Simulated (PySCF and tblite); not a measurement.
Values are calculated unless marked as measured or tabulated.
4 E/Z isomers of C6H7FO2, numbered alike:

```tsv
isomer	SMILES	descriptors
A	[CH3:1][C:2](=[O:3])[O:4]/[CH:5]=[CH:6]/[CH:7]=[CH:8]\[F:9]	5=6 E, 7=8 Z
B	[CH3:1][C:2](=[O:3])[O:4]/[CH:5]=[CH:6]\[CH:7]=[CH:8]\[F:9]	5=6 Z, 7=8 E
C	[CH3:1][C:2](=[O:3])[O:4]/[CH:5]=[CH:6]/[CH:7]=[CH:8]/[F:9]	5=6 E, 7=8 E
D	[CH3:1][C:2](=[O:3])[O:4]/[CH:5]=[CH:6]\[CH:7]=[CH:8]/[F:9]	5=6 Z, 7=8 Z
```

Protocol: conformer search, at most 4 conformers an isomer, GFN2-xTB geometries, energies PBE0/pcSseg-1 (D3(BJ) added where defined), GIAO shieldings PBE0/pcSseg-1, weights at 298.15 K with GFN2-xTB thermal terms. Programs: PySCF with density fitting and tblite.

Problem. What shifts does each isomer give (ppm)?

Solution. 
A: ¹H (against TMS): 7.93 (H5, 1H), 6.84 (H8, 1H), 6.64 (H6, 1H), 5.49 (H7, 1H), 2.18 (H1, 3H). ¹³C (against TMS): 172.4 (C2), 158.9 (C8), 145.2 (C5), 114.2 (C7), 111.9 (C6), 23.1 (C1). ¹⁹F (against CFCl3): -123.6 (F9).

B: ¹H (against TMS): 7.65 (H5, 1H), 7.13 (H8, 1H), 6.79 (H7, 1H), 5.45 (H6, 1H), 2.24 (H1, 3H). ¹³C (against TMS): 171.6 (C2), 162.1 (C8), 141.6 (C5), 114.2 (C7), 110.9 (C6), 23.0 (C1). ¹⁹F (against CFCl3): -121.8 (F9).

C: ¹H (against TMS): 7.96 (H5, 1H), 7.16 (H8, 1H), 6.20 (H7, 1H), 5.98 (H6, 1H), 2.16 (H1, 3H). ¹³C (against TMS): 172.0 (C2), 162.7 (C8), 145.7 (C5), 116.4 (C7), 113.1 (C6), 23.0 (C1). ¹⁹F (against CFCl3): -121.4 (F9).

D: ¹H (against TMS): 7.68 (H5, 1H), 6.81 (H8, 1H), 6.20 (H6, 1H), 6.12 (H7, 1H), 2.21 (H1, 3H). ¹³C (against TMS): 171.6 (C2), 158.1 (C8), 140.9 (C5), 111.5 (C7), 109.2 (C6), 23.1 (C1). ¹⁹F (against CFCl3): -124.6 (F9).

Problem. Which carbons tell the isomers apart best?

Solution. C7: 114.2 in A, 114.2 in B, 116.4 in C, 111.5 in D; C5: 145.2 in A, 141.6 in B, 145.7 in C, 140.9 in D; C8: 158.9 in A, 162.1 in B, 162.7 in C, 158.1 in D ppm.

Unscaled ¹⁹F shifts at such levels can be off by tens of ppm; differences between conformers or isomers are more reliable. Shifts are unscaled: against experiment ¹³C can be off by 15 ppm or more and ¹H by 0.8 ppm. At least one structure keeps an imaginary mode at the tight-binding level. The search found a single conformer for at least one isomer; other rotamers may be missing.
